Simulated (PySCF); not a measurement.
# GeBr₂ + O₂ → GeO₂ + Br₂

Level: PBE0 in the def2-TZVP basis family, all electrons, no relativity, computed in PySCF with density fitting; open shells unrestricted.

| species | state and structure | ZPE (kJ/mol) | H(298 K) − H(0) (kJ/mol) | S° (J/(mol K)) |
| --- | --- | --- | --- | --- |
| GeBr₂ | singlet, C2v, Ge–Br 2.342 Å (×2); Br–Ge–Br 101.0° | 4.1 | 14.1 | 318.5 |
| O₂ | triplet, D∞h, O–O 1.193 Å | 10.3 | 8.7 | 204.9 |
| GeO₂ | singlet, D∞h, Ge–O 1.613 Å (×2) | 14.7 | 11.7 | 244.7 |
| Br₂ | singlet, D∞h, Br–Br 2.281 Å | 2.0 | 9.7 | 244.8 |

Problem. Is the gas-phase reaction uphill or downhill in electronic energy at this level, and by how much?

Solution. At PBE0/def2-TZVP, ΔE = 77.8 kJ/mol, uphill. 

Problem. Add zero-point, thermal and entropy terms for 298.15 K and 1 bar.

Solution. ΔZPE = 2.3 and Δ[H(298) − H(0)] = -1.4 kJ/mol give ΔH° = 78.7 kJ/mol. ΔS° = -33.9 J/(mol K), so ΔG° = 78.7 − 298.15 × (-0.0339) = 89 kJ/mol and log₁₀K = -15.6.

Only the bonding shown was studied: isomers, or loss of a ligand pair, can lie lower.
